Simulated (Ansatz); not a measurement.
`F[Si](F)(F)S[Si](F)(F)F`. Total charge 0; spin multiplicity 1.

```xyz
9

F     1.993   -1.202    0.745
Si    0.708   -0.520    1.329
F     0.961    1.029    1.370
F     0.498   -1.051    2.789
S    -1.022   -0.999    0.234
Si   -0.813    0.418   -1.305
F    -1.350    1.832   -0.893
F    -1.661   -0.087   -2.523
F     0.685    0.582   -1.746
```

Problem. List the harmonic frequencies (cm⁻¹, unscaled) at PBE0-D4/def2-TZVP in Ansatz. (Estimate.)

Solution. Computed: 22, 38, 76, 179, 181, 205, 221, 318, 318, 327, 331, 350, 381, 552, 560, 845, 890, 997, 998, 1008, 1019.

Problem. Is this a minimum?

Solution. Yes, all 21 modes are real.

Problem. Give the ideal-gas thermochemistry at 298.15 K and 1 bar (rigid rotor, harmonic oscillator; point group C2, symmetry number 2).

Solution. Zero-point energy 58.7 kJ/mol; H(298) − E = 88.8 kJ/mol; entropy 437.2 J/(mol·K), of which translation 175.1, rotation 121.6, vibration 140.6; G(298) − E = -41.5 kJ/mol. Modes under 100 cm⁻¹ are hindered rotations or soft bends, so the harmonic entropy is rough.
